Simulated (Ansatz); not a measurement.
Species: CH5B, charge 0, singlet. CH5B (methylborane, SMILES BC).
B3LYP-D3(BJ)/def2-TZVP minimum from Ansatz (a quantum-chemistry and plane-wave program):
```
C
H 1 1.0911
H 1 1.0911 2 110.16
H 1 1.1043 2 105.74 3 -113.82
B 1 1.5512 2 115.05 4 -114.16
H 5 1.1943 1 120.91 2 -156.60
H 5 1.1943 6 118.10 1 176.57
```

Total energies in hartree (Ansatz). UHF or UKS for unpaired electrons; spin-orbit terms are left out. Correlated methods leave the cores frozen. No relativity. Where a partner has so few electrons that a lower coupled-cluster level is exact, that level stands in.

```csv
species,HF/cc-pVTZ,CCSD(T)/cc-pVTZ,HF/cc-pVQZ,CCSD(T)/cc-pVQZ,CCSDT(Q)/cc-pVTZ
"1: CH5B (methylborane, SMILES BC)",-65.46636,-65.79654,-65.47069,-65.81578,-65.79754
2: B (doublet),-24.53207,-24.59810,-24.53297,-24.60084,-24.59852
3: H (doublet),-0.49981,-0.49981,-0.49995,-0.49995,-0.49981
4: C (triplet),-37.69157,-37.78076,-37.69331,-37.78654,-37.78126
```

Work out the atomisation energy (electronic, to ground-state atoms) in kcal/mol: take Hartree-Fock from cc-pVQZ, extrapolate the CCSD(T) correlation energy as X^-3 (X = 3, 4), and add CCSDT(Q) - CCSD(T) in cc-pVTZ. 1 hartree = 627.51 kcal/mol.


Species 1: correlation (64·(-0.34509) - 27·(-0.33018))/37 = -0.35597; step -0.00100; E1 = -65.47069 + (-0.35597) + (-0.00100) = -65.82766
Species 2: correlation (64·(-0.06787) - 27·(-0.06603))/37 = -0.06921; step -0.00042; E2 = -24.53297 + (-0.06921) + (-0.00042) = -24.60260
Species 3: correlation (64·(0.00000) - 27·(0.00000))/37 = 0.00000; step +0.00000; E3 = -0.49995 + (0.00000) + (+0.00000) = -0.49995
Species 4: correlation (64·(-0.09323) - 27·(-0.08919))/37 = -0.09618; step -0.00050; E4 = -37.69331 + (-0.09618) + (-0.00050) = -37.78999
-1·E1 +1·E2 +5·E3 +1·E4 = 0.93532 hartree = 586.9 kcal/mol.
